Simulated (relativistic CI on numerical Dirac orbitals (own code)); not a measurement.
Inner-shell lines of La⁴³⁺

Calculated at this level of theory: Dirac-Coulomb-Breit CI, separate exchange-only KLI orbitals for each configuration, a model potential for QED, valence Slater integrals scaled by 0.9 (own radial code, finite nucleus).

Configurations in the expansion (outside the closed core 1s2 2s2): 2p⁶3s²3p², 2p⁵3s²3p²3d, 2p⁵3s²3p²4s, 2p⁵3s²3p²4d, 2p⁵3s3p³4s, 2p⁶3s3p³. Levels of other configurations are missing.

The table holds the strongest lines. The upper levels have an inner-shell vacancy. Auger decay, open to those above the ionisation limit, is not computed, and radiative decays to configurations outside the model are missing too. Absolute energies can be off by a few tenths of a per cent, and at this charge the scaling can make term splittings too narrow, so close lines can change order. LS names give the leading component, which can be well under half, for lower levels too. Brackets number the levels in order of energy.

```
  λ (Å)                   Upper              Lower   A (s⁻¹)  gA (s⁻¹)
2.46934  2p⁵3s²3p²3d ³D°3 [105]  2p⁶3s²3p² ³P2 [4]  2.53e+14  1.77e+15
2.46624   2p⁵3s²3p²3d ³D°1 [23]  2p⁶3s²3p² ³P0 [1]  7.55e+14  2.26e+15
2.46426   2p⁵3s²3p²3d ¹F°3 [72]  2p⁶3s²3p² ¹D2 [3]  5.52e+14  3.86e+15
 2.4636   2p⁵3s²3p²3d ¹D°2 [74]  2p⁶3s²3p² ¹D2 [3]  7.02e+14  3.51e+15
2.46333   2p⁵3s²3p²3d ³D°1 [69]  2p⁶3s²3p² ³P1 [2]  6.44e+14  1.93e+15
2.46284  2p⁵3s²3p²3d ³D°3 [111]  2p⁶3s²3p² ³P2 [4]  4.21e+14  2.94e+15
2.46277   2p⁵3s²3p²3d ³D°2 [70]  2p⁶3s²3p² ³P1 [2]  4.25e+14  2.13e+15
2.46255  2p⁵3s²3p²3d ¹P°1 [115]  2p⁶3s²3p² ¹S0 [6]  8.04e+14  2.41e+15
2.46217  2p⁵3s²3p²3d ³P°2 [112]  2p⁶3s²3p² ³P2 [4]  3.13e+14  1.56e+15
2.46197   2p⁵3s²3p²3d ¹P°1 [75]  2p⁶3s²3p² ¹D2 [3]  7.48e+14  2.24e+15
2.45942  2p⁵3s²3p²3d ³P°1 [113]  2p⁶3s²3p² ³P2 [4]  7.25e+14  2.17e+15
2.45935  2p⁵3s²3p²3d ³P°2 [114]  2p⁶3s²3p² ³P2 [4]  3.77e+14  1.88e+15
2.29292  2p⁵3s²3p²3d ³D°3 [130]  2p⁶3s²3p² ¹D2 [3]  2.86e+14  2.00e+15
2.28999  2p⁵3s²3p²3d ³P°2 [158]  2p⁶3s²3p² ³P2 [4]  3.16e+14  1.58e+15
2.28905  2p⁵3s²3p²3d ³D°1 [119]  2p⁶3s²3p² ³P0 [1]  5.18e+14  1.55e+15
2.28608  2p⁵3s²3p²3d ³P°1 [138]  2p⁶3s²3p² ¹D2 [3]  4.22e+14  1.26e+15
2.28582  2p⁵3s²3p²3d ³D°3 [164]  2p⁶3s²3p² ³P2 [4]  4.48e+14  3.14e+15
1.92394  2p⁵3s²3p²4d ³D°3 [335]  2p⁶3s²3p² ³P2 [4]  1.74e+14  1.22e+15
1.92323  2p⁵3s²3p²4d ¹F°3 [271]  2p⁶3s²3p² ¹D2 [3]  1.68e+14  1.18e+15
 1.8084  2p⁵3s²3p²4d ³D°3 [454]  2p⁶3s²3p² ³P2 [4]  1.67e+14  1.17e+15
```
